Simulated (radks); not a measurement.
Q: Spherical quantum dot in the effective-mass picture: electrons in a hard-walled sphere of radius 9.2, with a point charge +1 (a donor) at the centre, all in effective atomic units (hartree* = m*/eps^2 hartree, bohr* = eps/m* bohr), one dielectric constant everywhere. Method: non-relativistic Kohn-Sham, LDA (Slater exchange, Perdew-Wang correlation), spin-polarised, spherical densities; computed with a radial shooting solver with Libxc functionals. Levels are named by radial order and angular momentum (1s, 1p, 1d, 2s, ...), and open shells are averaged over m. Results are scaled to m* = 0.201 and eps = 7.2, for which hartree* = 105.5 meV and bohr* = 1.896 nm. At N = 32 the configuration is 1s2 1p6 1d10 2s(up 1, down 0) 1f(up 7, down 6). Does electron 33 go into 1g up or 1g down or 1f down?

A: Into 1f down. The total energies of the other choices lie higher by 7.86 meV (1g up), 8.22 meV (1g down).
